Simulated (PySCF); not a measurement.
# A computed series M(CH3)2

Computed with PySCF 2.14.0, PBE0, def2-SVP on the ligands, density fitting, scalar-relativistic core potentials, no spin-orbit coupling, vacuum. Each member is relaxed from one template within its symmetry. Distances are means of the shortest metal–ligand contacts, charges and spins Mulliken's; removal energies are rigid, with the ligand's formal charge and no counterpoise, so too large; for an anion taken off a cation in vacuum most of it is the attraction of opposite charges, and multiply charged cations can part far more cheaply with an electron moved from ligand to metal. lcecp potentials hold a fixed number of 4f electrons in the core, out of states, spins and gaps.

```csv
metal,basis on the metal,point group,M–CH3 (Å),charge on M (e),dipole (D),removal of one CH3 (eV),"strongest infrared band, degenerate modes summed (cm⁻¹)",unstable modes (below −25 cm⁻¹)
La,lcecp-0-SVP with ECP47,C2,2.627,0.86,6.44,7.76,348,0
Eu,lcecp-0-SVP with ECP53,C2v,2.542,0.80,6.18,8.05,365,0
Dy,lcecp-0-SVP with ECP56,C2v,2.520,0.77,5.97,8.16,383,"0 (lowest -16 cm⁻¹, within noise)"
Yb,lcecp-0-SVP with ECP60,C2v,2.498,0.73,5.56,8.28,410,0
Pb,def2-SVP with ECP60,C2v,2.306,0.47,0.53,9.76,432,0
```

Problem. What does the calculation give for Nd, lcecp-0-SVP with ECP50?

Solution. point group: C2v, M–CH3 (Å): 2.576, charge on M (e): 0.81, dipole (D): 6.32, removal of one CH3 (eV): 7.92, unstable modes (below −25 cm⁻¹): 2 (soft).
```xyz
9

Nd    0.0000    0.0000   -0.6801
C     2.0714    0.0000    0.8509
H     3.0642    0.0000    0.3577
H     2.0634    0.8815    1.5241
H     2.0634   -0.8815    1.5241
C    -2.0714    0.0000    0.8509
H    -3.0642    0.0000    0.3577
H    -2.0634   -0.8815    1.5241
H    -2.0634    0.8815    1.5241
```

From La to Yb the M–CH3 distance shrinks by 0.13 Å, the lanthanide contraction, and the energy to remove one CH3 rises by 0.52 eV.

Members with unstable modes aren't minima as they stand: saddle points kept by symmetry or, where the modes are soft, flat surfaces and noise. Moved off a saddle point of the template and relaxed again: La. One start shape was tried for each, so a minimum needn't be the lowest isomer. Oxidation states forced by the potential, rare, strongly oxidising or of another configuration in reality: La(CH3)2, Nd(CH3)2, Dy(CH3)2.
